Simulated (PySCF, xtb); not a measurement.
W(O)(NH)(F)(Br) (BrFHNOW), SMILES [NH]=[W](=[O])([F])[Br], multiplicity 1.

Harmonic wavenumbers (cm⁻¹) from GFN2-xTB (xtb) at its own minimum, in rising order: 121, 146, 178, 202, 231, 259, 419, 601, 682, 861, 885, 3336.

Problem. What does PBE-D3(BJ)/def2-SVP (PySCF 2.14.0) give at its own minimum? (An estimate is asked for; the answer gives what the named calculation found.)

Solution. 121, 158, 207, 235, 280, 318, 526, 615, 681, 966, 1000, 3525. Paired by order, the mean absolute difference is 59 cm⁻¹ and the zero-point energies are 11.3 and 12.3 kcal/mol.
